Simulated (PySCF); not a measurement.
Two species compared at the same levels of theory.

First species: C7H9P.
Geometry (GFN2-xTB, Å), atoms numbered from 1 in this order:
```
atom  x, y, z in Å
C1     2.806    0.171   -0.392
C2     1.375    0.065    0.052
C3     0.368    0.033   -0.908
C4    -0.978   -0.041   -0.599
C5    -1.492   -0.091    0.684
C6    -2.980   -0.174    0.873
P7    -0.493   -0.067    2.113
C8     1.083    0.024    1.402
H9     2.952   -0.328   -1.348
H10    3.477   -0.269    0.342
H11    3.077    1.220   -0.514
H12    0.655    0.068   -1.950
H13   -1.684   -0.063   -1.422
H14   -3.473    0.680    0.408
H15   -3.373   -1.079    0.408
H16   -3.236   -0.190    1.931
H17    1.910    0.052    2.103
```

Second species: C7H9P.
Numbering: `[CH3:1][C:2]#[C:3][P:4]1[CH:5]=[CH:6][CH2:7][CH2:8]1` (hydrogens: H9, H10, H11 on C1; H12 on C5; H13 on C6; H14, H15 on C7; H16, H17 on C8)

Levels: PBE0/def2-SVPD for HOMO energy, LUMO energy, HOMO–LUMO gap and static isotropic polarisability; TDDFT PBE0/def2-SVPD for lowest singlet excitation; TDA PBE0/def2-SVPD for lowest triplet excitation (Tamm–Dancoff). Geometries: GFN2-xTB. Each structure is a single optimised conformer of the isolated species, non-relativistic unless stated. Electronic properties by PySCF.

```json
{"property": "HOMO energy", "column X": "-6.78 eV", "column Y": "-6.43 eV"}
{"property": "LUMO energy", "column X": "-1.30 eV", "column Y": "-0.23 eV"}
{"property": "HOMO–LUMO gap", "column X": "5.48 eV", "column Y": "6.20 eV"}
{"property": "lowest singlet excitation", "column X": "4.63 eV", "column Y": "4.88 eV"}
{"property": "lowest triplet excitation (Tamm–Dancoff)", "column X": "3.17 eV", "column Y": "4.06 eV"}
{"property": "static isotropic polarisability", "column X": "107.0 au", "column Y": "105.3 au"}
```

Question: Which column belongs to which species?

Answer: Column X is the first species and column Y the second. The first has 17 atoms and 66 electrons, the second 17 and 66.

Question: How does each property change from the first species to the second?

Answer: HOMO energy +0.35 eV; LUMO energy +1.07 eV; HOMO–LUMO gap +0.72 eV; lowest singlet excitation +0.25 eV; lowest triplet excitation (Tamm–Dancoff) +0.89 eV; static isotropic polarisability -1.7 au.

On the first: The vertical singlet–triplet gap S1 − T1 is 1.46 eV (TDDFT singlet less Tamm–Dancoff triplet; S1: HOMO→LUMO, weight 0.38, beside HOMO−1→LUMO, weight 0.29; T1: HOMO→LUMO, weight 0.84). The 8 singlets span 4.63 to 6.53 eV, and their oscillator strengths add up to 0.90.

On the second: In wavenumbers S1 is 39300 cm⁻¹ (1 eV = 8065.54 cm⁻¹). The principal polarisabilities are 87.7, 94.9 and 133.2 au; their mean is the isotropic value.
